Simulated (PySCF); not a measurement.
C2H6F2Si.
Bonds: F1–C2, C2–F3, C2–C4, C4–Si5. Hydrogens: H6 on C2; H7, H8 on C4; H9, H10, H11 on Si5.

Computed by this run: PySCF, PBE0-D3(BJ)/def2-SVP geometry optimisation, gas phase; density fitting, grid level 1; the optimiser is geomeTRIC in internal coordinates, started from a GFN2-xTB structure with every atom displaced at random (about 0.01 Å).

At the end of the run (lengths in Å): Si5–H11 1.490, C2–C4 1.504, Si5–H10 1.493, C2–F3 1.353, F1–C2 1.357, C4–Si5 1.894, C4–H7 1.103, C2–C4–Si5 114.7°, F3–C2–C4 110.7°, F1–C2–C4 110.3°, F1–C2–F3 107.3°, F1–C2–C4–Si5 -54°, H9–Si5–C4–C2 -51°, H7–C4–Si5–H9 -172°.

**Question.** These geometries were met on the way; a selection of coordinates is given. Order them by energy above the end point, lowest first.
A. Si5–H11 1.443, C2–C4 1.534, Si5–H10 1.464, C2–F3 1.377, F1–C2 1.381, C4–Si5 1.875, C4–H7 1.087, C2–C4–Si5 112.0°, F3–C2–C4 112.6°, F1–C2–C4 110.2°, F1–C2–F3 106.5°, F1–C2–C4–Si5 -57°, H9–Si5–C4–C2 -59°, H7–C4–Si5–H9 -179°
B. Si5–H11 1.492, C2–C4 1.502, Si5–H10 1.493, C2–F3 1.354, F1–C2 1.356, C4–Si5 1.892, C4–H7 1.103, C2–C4–Si5 115.4°, F3–C2–C4 110.8°, F1–C2–C4 110.3°, F1–C2–F3 107.3°, F1–C2–C4–Si5 -58°, H9–Si5–C4–C2 -57°, H7–C4–Si5–H9 -179°
C. Si5–H11 1.487, C2–C4 1.513, Si5–H10 1.492, C2–F3 1.355, F1–C2 1.351, C4–Si5 1.888, C4–H7 1.104, C2–C4–Si5 118.0°, F3–C2–C4 108.5°, F1–C2–C4 111.5°, F1–C2–F3 107.7°, F1–C2–C4–Si5 -60°, H9–Si5–C4–C2 -58°, H7–C4–Si5–H9 180°

**Answer.** B (0.003 eV), C (0.018 eV), A (0.112 eV).

| step | E above end (eV) | rms distance from the end, all atoms (Å) | largest force (eV/Å) | rms shift of all bonds from the end (Å) |
| --- | --- | --- | --- | --- |
| 3 | 0.003 | 0.080 | 0.087 | 0.001 |
| 1 | 0.018 | 0.109 | 0.364 | 0.004 |
| 0 | 0.112 | 0.102 | 1.719 | 0.024 |

Rows stand in the order of the answer.
